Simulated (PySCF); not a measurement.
Delta-SCF ions had no search for a lower state. Excitations are Tamm–Dancoff values on a coarser integration grid. The basis has no diffuse functions, so Rydberg states are missing or too high.

Cartesian coordinates (Å):
SMILES: F[SiH](F)F
```xyz
5

F     -0.8702    -1.1519    -0.6364
Si    -0.0029    -0.0020     0.0413
F     -0.5316     1.4027    -0.4889
F      1.5097    -0.1757    -0.4232
H     -0.1051    -0.0731     1.5073
```
Charge 0, multiplicity 1.

### Question
Predict the dipole moment, vertical ionisation energy (Delta-SCF), total energy, S1 oscillator strength, S1–T1 gap (TDA), LUMO, S1 excitation (TDA) and brightest of the four lowest singlets (TDA) from PBE-D3(BJ)/def2-TZVP in PySCF.

### Answer

```json
{
  "dipole_moment": "1.27 D",
  "vertical ionisation energy (Delta-SCF)": "13.45 eV",
  "total_energy": "-589.5408 Ha",
  "S1 oscillator strength": "0.063",
  "S1–T1 gap (TDA)": "0.86 eV",
  "LUMO": "0.04 eV",
  "S1 excitation (TDA)": "9.99 eV",
  "brightest of the four lowest singlets (TDA)": "10.24 eV"
}
```
